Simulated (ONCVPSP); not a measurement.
## As (Z = 33), ONCV: configuration errors across variants

* Element: arsenic (As)
* Generator: ONCVPSP 4.0.1
* Type: optimised norm-conserving Vanderbilt (ONCV)
* Functional: PBE
* Relativity: scalar-relativistic
* Frozen core: [Ne]
* Valence charge: 23
* Reference configuration: 3s2 3p6 3d10 4s2 4p3
* Partial waves: 3s+4s: rc 0.80 bohr, ncon 4, nbas 7, qcut 11.7 1/bohr, 2 projectors; 3p+4p: rc 1.15 bohr, ncon 4, nbas 7, qcut 13.3 1/bohr, 3 projectors, debl 0.7 Ha; 3d: rc 0.65 bohr, ncon 5, nbas 9, qcut 22.4 1/bohr, local
* Local potential: the d channel
* Core correction: none

All-electron excitation energies from the reference (eV): (1) 3s2 3p6 3d10 4s2 4p2 9.149; (2) 3s2 3p6 3d10 4s2 4p1 27.068; (3) 3s2 3p6 3d10 4s2 4p0 54.771; (4) 3s2 3p6 3d9 4s2 4p4 40.098.

A true bound ghost makes a file unfit for plane-wave use even where its test errors are small: the radial tests pick states by their node count and pass the ghost by.

Errors AE − PS in meV (a dash: test not solved or not reliable):

| change | (1) | (2) | (3) | (4) | bound ghosts | GHOST(+) flags above zero |
| --- | --- | --- | --- | --- | --- | --- |
| base | -0.5 | -1.8 | -3.7 | -1.7 | none | s |
| p: rc 0.78 | -0.2 | -1.1 | -2.5 | -0.7 | p | s |
| p: rc 1.02 | -0.5 | -1.7 | -3.6 | +0.3 | none | s |
| p: rc 1.2 | -0.1 | -0.8 | -2.0 | -2.9 | none | s, p |
| p: rc 1.28 | -1.5 | -4.3 | -8.3 | -3.4 | none | s |
| p: rc 1.4 | -1.2 | -3.7 | -7.3 | -5.2 | none | s |
| p: rc 1.56 | -1.3 | -3.9 | -8.4 | +0.2 | none | s |
| p: rc 1.66 | -1.3 | -4.1 | -9.2 | +5.3 | none | s |

Give the same row for: p: rc 0.96.

-0.4, -1.5, -3.3, +0.7; bound ghosts: none; GHOST(+) flags above zero: s.
